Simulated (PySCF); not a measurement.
**Spinor energies of F²⁺ (fluorine, charge +2)**

Start: [He] 2s2 2p3; 2p3/2 filled at m_j = -1/2, +1/2, +3/2. Calculated with PySCF 2.14 in x2c-TZVPall-2c with one added diffuse shell each of s, p, d type (6s4p3d1f, 40 functions): generalised Hartree-Fock with the X2C-1e Hamiltonian and a Gaussian nucleus; one run each with spin-orbit coupling (SO) switched off, then screened by Boettger's factors. This is a chosen level, not necessarily the ground level.

```csv
spinor shell,electrons,"ε, spin-free (eV)","ε, screened SO (eV)",weight of nominal j (screened SO),"rms radius, screened SO (bohr)"
1s1/2,2,-764.65,-764.65,1.000,0.203
2s1/2,2,-79.522,-79.522,1.000,1.01
2p3/2,3,-63.879,-63.879,0.664,0.979
```

```
   quantity  spin-free  screened SO
E (hartree)  -97.69683    -97.69684
        M_J        3/2          3/2
       ⟨J²⟩      3.754        3.754
       ⟨L²⟩      0.000        0.000
       ⟨S²⟩      3.754        3.754
```

Each row is a mean over spinors that exchange with the open shell spreads, by up to 17.318 eV (2s1/2).

Rows whose weight is well below 1 are mixtures of j = l ± 1/2: exchange outweighs spin-orbit coupling there, and the label is only the starting occupation.

Without spin-orbit coupling the j labels of p, d and f shells carry no meaning; the spin-free column gives the mean over the occupied spinors of each nl shell.
